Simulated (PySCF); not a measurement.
**Vanadium: a sound run and one with changed settings**

Sound run: V⁺ [Ar] 3d4, V²⁺ [Ar] 3d3. All numbers are calculated (PySCF 2.14, the spin-free X2C one-electron Hamiltonian (Gaussian nucleus), in Sapporo-DKH3-DZP-2012). The sound run starts from symmetry-adapted Hartree-Fock orbitals and uses a fine grid where one is needed.

Changed run: initial guess minao, at most 50 SCF cycles, level shift 10.0 hartree.

```
species  method  sound run (hartree)  changed run (hartree)  converged
     V⁺     UHF           -947.89436             -947.90871         no
     V⁺    PBE0           -948.72101             -948.70308         no
     V⁺   M06-L           -948.86211             -948.82982         no
    V²⁺     UHF           -947.40902             -947.40901         no
    V²⁺    PBE0           -948.17036             -948.17032         no
    V²⁺   M06-L           -948.32664             -948.32654         no
```

A level shift slows the SCF but leaves a converged energy unchanged.
